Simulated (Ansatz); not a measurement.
Compare A (`C=C[SiH2]C=N`) with its isomer B (`C#C[SiH2]CN`).

Computed with Ansatz on PBE0-D4/def2-TZVP structures; ΔE is electronic, products minus reactants. CCSD(T)/CBS adds triple-zeta CCSD(T) − MP2 to the extrapolated MP2 energy (def2 sets, frozen cores). Functionals use def2-TZVPP. B3LYP here is the variant with VWN-RPA as its local correlation; programs differ in this. One conformer a species, not always the lowest.

Task: Which is lower in electronic energy at CCSD(T)/CBS, and by how much? (Estimate.)

Result: The calculation gave: A, by 6.0 kcal/mol.

Task: Give E(B) − E(A) in kcal/mol with HF/def2-TZVPP, CCSD(T)/def2-TZVPP, PBE-D4, CCSD/def2-TZVPP, B3LYP-D4, r2SCAN-D4, MP2/def2-TZVPP. (Best estimate.)

Result: The calculation gave: HF/def2-TZVPP 7.9, CCSD(T)/def2-TZVPP 7.0, PBE-D4 9.3, CCSD/def2-TZVPP 6.7, B3LYP-D4 8.8, r2SCAN-D4 7.8, MP2/def2-TZVPP 2.8. None reverses the order clearly.

Largest T1 diagnostic: 0.012.

In def2-TZVPP, CCSD(T) changes the Hartree–Fock value by −0.9 kcal/mol (the triples alone add +0.3 kcal/mol) and MP2 by −5.1 kcal/mol. From PBE to PBE0 (25 % exact exchange), in def2-TZVPP and without D4, E(B) − E(A) moves by −1.1 kcal/mol.
